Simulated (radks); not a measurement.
Question: All-electron atom: Au61+ in [Ar]. Method: scalar-relativistic Kohn-Sham, PBEsol, spin-polarised, spherical densities, finite nucleus; Fermi nuclear charge, rms radius 5.4371 fm; computed with a radial shooting solver on a logarithmic mesh with Libxc functionals. Some entries of the table are withheld. Estimate them.

orbital,occ.,eigenvalue (hartree),<1/r> (bohr^-1),r(max) (bohr)
1s,2,-3139.441,(1),(2)
2s,2,-692.2803,(3),(4)
2p,6,-622.4441,20.12,0.04959
3s,2,-270.5589,9.003,(5)
3p,6,(6),8.277,0.1605

Answer: 
(1) 1s <1/r> (bohr^-1): 95.68
(2) 1s r(max) (bohr): 0.01042
(3) 2s <1/r> (bohr^-1): 22.63
(4) 2s r(max) (bohr): 0.05997
(5) 3s r(max) (bohr): 0.1629
(6) 3p eigenvalue (hartree): -250.0670
